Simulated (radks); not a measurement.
Ionisation of neutral platinum, [Xe] 4f14 5d9 6s1, to [Xe] 4f14 5d9 as the strength of local exchange is varied. Method: Dirac Kohn-Sham, Slater X-alpha exchange (alpha = 2/3 is LDA exchange), no correlation, spin-unpolarised, spherical densities, finite nucleus; open shells are shared between the two j in proportion to 2j + 1; Fermi nuclear charge, rms radius 5.427 fm; computed with a radial shooting solver on a logarithmic mesh with Libxc functionals.

alpha	E(Pt) (hartree)	exchange (hartree)	IE (eV)	-e of the level emptied (eV)	<r> of it (bohr)
0.627	-18404.3024	-317.9900	8.226	4.726 (6s1/2)	2.995
0.667	-18424.6009	-338.6794	8.492	4.964 (6s1/2)	2.965
0.671	-18426.6321	-340.7510	8.518	4.988 (6s1/2)	2.962
0.732	-18457.6376	-372.4024	8.933	5.361 (6s1/2)	2.917
0.809	-18496.8558	-412.5154	9.470	5.851 (6s1/2)	2.862
0.962	-18575.0480	-492.7483	10.582	6.881 (6s1/2)	2.758

NIST Atomic Spectra Database: 8.959 eV (measured). The Delta-SCF value meets it near alpha = 0.74. Spin polarisation and multiplet splitting are left out, so open shells lie too high by an amount that depends on their filling. Sharing an open shell by 2j + 1 raises it above the true ground level by a part of the spin-orbit splitting, which enters the differences from NIST.

Beside tabulated values, note that spin-unpolarised runs miss the spin-polarisation part of the exchange energy of open shells.
